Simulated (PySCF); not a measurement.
C5H9OP.
Numbering: `[CH2:1]=[CH:2][C@@H:3]1[CH2:4][CH2:5][P@H:6]1=[O:7]` (hydrogens: H8, H9 on C1; H10 on C2; H11 on C3; H12, H13 on C4; H14, H15 on C5; H16 on P6)

The same species was optimised twice, with GFN2-xTB and with PBE0-D3(BJ)/def2-SVP (PySCF), and the same property calculations (PySCF, gas phase) were run on both structures.

```
     coordinate  GFN2-xTB  PBE0-D3(BJ)/def2-SVP  change
      P6=O7 (Å)     1.463                 1.490  +0.027
      C1=C2 (Å)     1.319                 1.334  +0.015
      C5–P6 (Å)     1.848                 1.837  -0.011
      C3–P6 (Å)     1.851                 1.845  -0.006
      C2–C3 (Å)     1.486                 1.490  +0.004
      C3–C4 (Å)     1.547                 1.551  +0.004
      C4–C5 (Å)     1.540                 1.544  +0.004
   C5–P6–O7 (°)     123.0                 126.7    +3.7
   C3–P6–O7 (°)     123.9                 126.4    +2.5
   C1–C2–C3 (°)     122.5                 124.8    +2.3
   C4–C3–P6 (°)      89.2                  87.0    -2.2
   C2–C3–C4 (°)     117.9                 120.0    +2.1
   C4–C5–P6 (°)      89.6                  87.5    -2.1
   C2–C3–P6 (°)     120.0                 121.9    +1.9
   C3–P6–C5 (°)      77.6                  78.5    +0.9
C1–C2–C3–C4 (°)       128                   132      +4
```

Rotational constants: A = 3147, B = 2033, C = 1363 MHz (GFN2-xTB) against A = 3120, B = 1988, C = 1317 MHz (PBE0-D3(BJ)/def2-SVP). Point groups within 0.08 Å: C1 and C1.

On the GFN2-xTB structure: isotropic polarisability (au) 80.8 [wB97X-D/def2-SVPD]; HOMO (eV) -9.46 [wB97X-D/def2-SVPD]; LUMO (eV) 1.68 [wB97X-D/def2-SVPD]; dipole (D) 4.38 [wB97X-D/def2-SVPD]; HOMO (eV) -7.56 [PBE0/pcSseg-1]; LUMO (eV) -0.01 [PBE0/pcSseg-1]; dipole (D) 4.04 [PBE0/pcSseg-1]; GIAO shielding of C1 (ppm) 62.9 [PBE0/pcSseg-1]; GIAO shielding of C2 (ppm) 42.4 [PBE0/pcSseg-1]; GIAO shielding of C3 (ppm) 125.9 [PBE0/pcSseg-1]; GIAO shielding of C4 (ppm) 169.9 [PBE0/pcSseg-1]; GIAO shielding of C5 (ppm) 150.8 [PBE0/pcSseg-1]; GIAO shielding of P6 (ppm) 315.4 [PBE0/pcSseg-1]; GIAO shielding of O7 (ppm) 190.5 [PBE0/pcSseg-1].

What do these properties become on the PBE0-D3(BJ)/def2-SVP structure?

```tsv
property	level	on GFN2-xTB	on PBE0-D3(BJ)/def2-SVP	change
isotropic polarisability (au)	wB97X-D/def2-SVPD	80.8	82.9	+2.1
HOMO (eV)	wB97X-D/def2-SVPD	-9.46	-9.49	-0.03
LUMO (eV)	wB97X-D/def2-SVPD	1.68	1.58	-0.10
dipole (D)	wB97X-D/def2-SVPD	4.38	4.57	+0.19
energy, GFN2-xTB geometry as zero (kcal/mol)	wB97X-D/def2-SVPD	0.0	-2.8	-2.8
HOMO (eV)	PBE0/pcSseg-1	-7.56	-7.60	-0.04
LUMO (eV)	PBE0/pcSseg-1	-0.01	-0.11	-0.10
dipole (D)	PBE0/pcSseg-1	4.04	4.20	+0.16
energy, GFN2-xTB geometry as zero (kcal/mol)	PBE0/pcSseg-1	0.0	-2.7	-2.7
GIAO shielding of C1 (ppm)	PBE0/pcSseg-1	62.9	58.4	-4.5
GIAO shielding of C2 (ppm)	PBE0/pcSseg-1	42.4	40.7	-1.7
GIAO shielding of C3 (ppm)	PBE0/pcSseg-1	125.9	128.0	+2.1
GIAO shielding of C4 (ppm)	PBE0/pcSseg-1	169.9	169.7	-0.2
GIAO shielding of C5 (ppm)	PBE0/pcSseg-1	150.8	150.0	-0.8
GIAO shielding of P6 (ppm)	PBE0/pcSseg-1	315.4	309.2	-6.2
GIAO shielding of O7 (ppm)	PBE0/pcSseg-1	190.5	172.9	-17.6
```

The heavy atoms differ by 0.085 Å rms after alignment. Among bonds between heavy atoms P6=O7 changes most (+0.027 Å). Changes are differences of the printed values. Neither structure is proved a minimum here.

Shape of the structure used: `[CH2:1]=[CH:2][C@@H:3]1[CH2:4][CH2:5][P@H:6]1=[O:7]`: C1–C2–C3–C4 132°.

The pairwise dispersion term of wB97X-D wasn't added to the energies; at a given geometry it leaves orbitals and properties as they are.
